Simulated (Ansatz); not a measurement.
A structure relaxed at r2SCAN-D4/def2-SVP in Ansatz, charge 0, singlet:

```xyz
5

Cd    1.617   -0.435   -0.530
Cd   -1.658   -0.132    0.563
S    -0.137   -1.835    0.099
Cl    3.367    0.897   -1.162
Cl   -3.189    1.504    1.030
```

Problem. Give its formula and point group.

Solution. Cd2SCl2 (the lowest singlet isomer of a short search). Point group C2v (tolerance 0.1 Å).

Problem. Summarise the bond lengths by kind (pairs closer than 1.2 times the sum of covalent radii, bridged metal pairs left out).

Solution. 2 × Cd–S 2.33 Å; 2 × Cd–Cl 2.29 Å.

In the def2 sets Cd takes a core potential; there is no spin–orbit coupling. The structure comes from a short search, and lower isomers may exist.
